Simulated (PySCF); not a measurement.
C3H8OSe, SMILES CC[Se]OC.

Coordinates come from a TPSSh-D3(BJ)/def2-SVP optimisation. Other conformers were not sampled.

These are TDA-B3LYP/def2-SVPD (PySCF) values and carry that method's errors.

Vertical excitations. Gas-phase values at a fixed geometry.

```csv
state,energy (eV),λ (nm),f,main pairs
S1,3.64,341,0.000,HOMO→LUMO 99 %
S2,5.11,243,0.010,HOMO−1→LUMO 93 %
S3,5.37,231,0.002,HOMO→LUMO+1 89 %
S4,5.60,222,0.062,HOMO→LUMO+2 89 %
S5,6.14,202,0.002,HOMO→LUMO+3 94 %
S6,6.31,196,0.024,HOMO→LUMO+4 96 %
S7,6.66,186,0.026,HOMO→LUMO+5 91 %
S8,6.77,183,0.047,"HOMO−2→LUMO 61 %, HOMO−1→LUMO+1 21 %"
S9,7.01,177,0.127,HOMO−1→LUMO+1 66 %
S10,7.11,174,0.002,"HOMO−1→LUMO+2 78 %, HOMO→LUMO+6 14 %"
T1,2.88,430,0,HOMO→LUMO 98 %
T2,4.44,279,0,HOMO−1→LUMO 96 %
T3,4.75,261,0,HOMO→LUMO+1 87 %
T4,5.47,227,0,HOMO→LUMO+2 93 %
```
Triplets are in the Tamm–Dancoff approximation.
